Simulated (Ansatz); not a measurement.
Species: trihydroxy(prop-2-enyl)silane, C3H8O3Si, net charge 0, singlet state. 
Geometry from a B3LYP-D3(BJ)/def2-TZVP (Ansatz, an electronic-structure program) optimisation:
SMILES: C=CC[Si](O)(O)O
```xyz
15

C      2.5558    -1.0669    -0.8924
C      1.7230    -1.0606     0.1450
C      1.0880     0.1573     0.7374
Si    -0.6742     0.3275     0.1385
O     -1.4710    -0.9516     0.7831
O     -0.7030     0.3722    -1.5075
O     -1.4214     1.7058     0.6239
H      2.8871    -0.1462    -1.3605
H      2.9501    -1.9907    -1.2948
H      1.4233    -2.0085     0.5825
H      1.0802     0.1065     1.8292
H      1.6330     1.0597     0.4479
H     -2.4255    -0.9881     0.6794
H     -0.1114    -0.2402    -1.9560
H     -1.4360     2.4333    -0.0031
```
Charge 0, spin multiplicity 1.

Basis-set convergence of Hartree-Fock and MP2 correlation energies (hartree) with Ansatz. Valence correlation only, unless marked. No spin-orbit coupling. No relativistic terms.

```tsv
basis	functions	E(HF)	E(corr, MP2)
cc-pV(D+d)Z	147	-631.95438	-1.06225
cc-pV(T+d)Z	331	-632.09873	-1.33750
cc-pV(Q+d)Z	634	-632.12983	-1.43678
```

Extrapolating the two largest sets (X = 3 and 4) as X^-3: E(corr) = (64·(-1.43678) - 27·(-1.33750))/37 = -1.5092 Eh, an estimate of the basis-set limit. The largest set recovers 95.2 % of it, the smallest 70.4 %.
